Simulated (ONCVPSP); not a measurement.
**Au, ONCV: configuration errors across variants**

- Element: gold
- Generator: ONCVPSP 4.0.1
- Type: optimised norm-conserving Vanderbilt (ONCV)
- Functional: PBE
- Relativity: scalar-relativistic
- Frozen core: [Kr] 4d10
- Valence charge: 33
- Reference configuration: 4f14 5s2 5p6 5d10 6s1
- Partial waves: 5s+6s: rc 1.80 bohr, ncon 3, nbas 7, qcut 8.7 1/bohr, 2 projectors; 5p: rc 1.10 bohr, ncon 3, nbas 8, qcut 8.4 1/bohr, 3 projectors, debl 2.9 Ha; 5d: rc 1.95 bohr, ncon 4, nbas 9, qcut 8.7 1/bohr, 2 projectors, debl 3.9 Ha; 4f: rc 0.60 bohr, ncon 4, nbas 8, qcut 33.1 1/bohr, local
- Local potential: the f channel
- Core correction: Teter function, fcfact 1.5, rcfact 1.1

All-electron excitation energies from the reference (eV): (1) 4f14 5s2 5p6 5d10 6s0 9.409; (2) 4f14 5s2 5p6 5d9 6s0 30.617; (3) 4f14 5s2 5p6 5d8 6s0 64.495; (4) 4f14 5s2 5p6 5d9 6s2 1.693.

1 further variants failed, have other tests or too few solved ones, and are left out.

A true bound ghost makes a file unfit for plane-wave use even where its test errors are small: the radial tests pick states by their node count and pass the ghost by.

Errors AE − PS in meV (a dash: test not solved or not reliable):

| change | (1) | (2) | (3) | (4) | bound ghosts | GHOST(+) flags above zero |
| --- | --- | --- | --- | --- | --- | --- |
| base | -5.7 | -7.7 | -16 | -1.5 | s, p, d | p |
| all radii but the core radius scaled by about 0.79 (s 1.42, p 0.88, d 1.54, f 0.48 bohr) | -4.6 | -6.9 | -15 | +0.2 | s, p, d | p |
| all radii but the core radius scaled by about 0.84 (s 1.52, p 0.92, d 1.64, f 0.50 bohr) | -4.9 | -7.2 | -15 | -0.4 | s, p, d | p |
| all radii but the core radius scaled by about 0.94 (s 1.70, p 1.04, d 1.84, f 0.56 bohr) | -5.4 | -7.5 | -16 | -1.1 | s, p, d | p |
| all radii but the core radius scaled by about 1.03 (s 1.86, p 1.14, d 2.02, f 0.62 bohr) | -5.9 | -7.8 | -15 | -1.7 | s, p, d | p |
| all radii but the core radius scaled by about 1.09 (s 1.96, p 1.20, d 2.12, f 0.66 bohr) | -6.4 | -8.0 | -15 | -2.2 | s, p, d | none |
| all radii but the core radius scaled by about 1.14 (s 2.06, p 1.26, d 2.22, f 0.68 bohr) | -11 | -9.2 | -13 | – | s, p, d | p |
| all radii but the core radius scaled by about 1.21 (s 2.18, p 1.34, d 2.36, f 0.72 bohr) | -7.0 | -8.5 | -9.7 | -1.5 | s, p, d | none |
| all radii but the core radius scaled by about 1.25 (s 2.24, p 1.38, d 2.44, f 0.74 bohr) | -4.4 | -8.5 | -5.7 | +6.0 | s, p | d |

Give the same row for: all radii but the core radius scaled by about 0.90 (s 1.62, p 0.98, d 1.76, f 0.54 bohr).

-5.3, -7.3, -16, -0.9; bound ghosts: s, p, d; GHOST(+) flags above zero: p.
